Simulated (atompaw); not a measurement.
## What one change does to a pseudopotential (Hf, PAW (atompaw))

```json
{
 "Element": "Hf (Z = 72)",
 "Generator": "atompaw 4.2.0.5",
 "Type": "PAW",
 "Functional": "LDA (PW92)",
 "Relativity": "scalar-relativistic",
 "Frozen core": "[Kr] 4d10 4f14 5s2",
 "Valence charge": "10",
 "Reference configuration": "5p6 5d2 6s2 6p0",
 "Partial waves": "6s (bound): rc 3.00 bohr; 6s channel at 4.85 Ry: rc 3.00 bohr; 5p (bound): rc 2.00 bohr; 6p (bound, empty): rc 3.00 bohr; 5d (bound): rc 3.00 bohr; 5d channel at 2.7 Ry: rc 3.00 bohr",
 "Local potential": "bessel scheme, radius 2.65 bohr",
 "Core correction": "smooth core density matched at 2.90 bohr",
 "Augmentation charge": "besselshape compensation charge, radius 2.45 bohr; PAW radius 3.00 bohr; waves and projectors: custom rrkj gramschmidtortho"
}
```

All-electron outer shells of the reference configuration (LDA (PW92), scalar-relativistic, ld1.x):

| shell | level (eV) | outermost node (bohr) | outermost maximum (bohr) |
| --- | --- | --- | --- |
| 5s | -67.18 | 0.55 | 1.01 |
| 5p | -35.71 | 0.60 | 1.16 |
| 4f | -17.03 | – | 0.45 |
| 6s | -5.26 | 1.37 | 2.89 |
| 5d | -2.87 | 0.67 | 1.71 |
| 6p | -1.47 | 1.66 | 4.05 |

Change: augmentation besselshape compensation charge, radius 2.45 bohr; PAW radius 3.00 bohr; waves and projectors: modrrkj vanderbiltortho.

Cutoffs: the cutoffs (Ry, on a coarse ladder) from which the occupation-weighted sum of valence levels, in a spherical-Bessel basis at the reference potential, stays within 10 and 1 mRy of its value at 400 Ry; they do not see the model core or the augmentation charge, which bear on the density cutoff.

Task: What does the change do?

Result: The potential gets softer (21 Ry and 35 Ry → 18 Ry and 35 Ry); the range in which the p phases agree narrows (upper end 4.2 → 0.5); neither file shows a bound ghost.

```tsv
quantity	base	changed
cutoff, loose	21 Ry	18 Ry
cutoff, tight	35 Ry	35 Ry
loose cutoff by channel (10 mRy a level)	s 6 Ry, p 18 Ry, d 8 Ry	s 6 Ry, p 15 Ry, d 8 Ry
bound ghosts	none	none
s: phases at 3.00 bohr within 0.05 rad from the reference energy up to (Ry; the scan ends near 5)	n/a	n/a
p: phases at 3.00 bohr within 0.05 rad from the reference energy up to (Ry; the scan ends near 5)	4.2	0.5
d: phases at 3.00 bohr within 0.05 rad from the reference energy up to (Ry; the scan ends near 5)	to the end of the scan	to the end of the scan
lowest overlap eigenvalue by channel	s 0.06, p 0.54, d 0.86	s 0.10, p 1.00, d 0.83
```

 The cutoffs see the waves, projectors and local potential, not the compensation charge or the core.
